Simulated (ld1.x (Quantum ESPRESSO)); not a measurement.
An all-electron radial function and its pseudo partner (Pd)

Columns: radius, all-electron u(r) and pseudo u(r) of the 5p shell (level -14.08 eV) of palladium in the configuration [Ar] 3d10 4s2 4p6 4d8 5s0 5p0; PBE, scalar-relativistic, PAW scheme, ld1.x (Quantum ESPRESSO) 7.5.

```tsv
r (bohr)	all-electron	pseudo
0.108	0.0772	0.0002
0.215	-0.1440	0.0006
0.322	-0.1607	0.0007
0.430	-0.0231	-0.0004
0.538	0.1349	-0.0038
0.645	0.2447	-0.0104
0.752	0.2923	-0.0215
0.860	0.2843	-0.0382
0.968	0.2350	-0.0613
1.075	0.1604	-0.0907
1.182	0.0720	-0.1266
1.290	-0.0221	-0.1691
1.398	-0.1153	-0.2168
1.505	-0.2028	-0.2679
1.612	-0.2832	-0.3212
1.720	-0.3560	-0.3753
1.828	-0.4199	-0.4279
1.935	-0.4742	-0.4766
2.042	-0.5198	-0.5201
2.150	-0.5574	-0.5574
2.258	-0.5873	-0.5873
2.365	-0.6098	-0.6098
2.472	-0.6258	-0.6258
2.580	-0.6361	-0.6361
2.688	-0.6410	-0.6410
2.795	-0.6414	-0.6414
```

Question: How many radial nodes do the two functions have?

Answer: The all-electron 5p function has n − l − 1 = 3; the pseudo-wave has 1, since 1 lower shell of the same l stays in the valence.

Question: At about which radius was the pseudo-wave matched?

Answer: 2.15 bohr. The columns agree to 0.0005 from 2.04 bohr on; several derivatives are matched, so the curves merge somewhat inside the radius.

Question: Is the pseudo-wave norm-conserving?

Answer: No, it belongs to a PAW set: the norm inside the radius is not constrained, and the difference is carried by the augmentation charge.
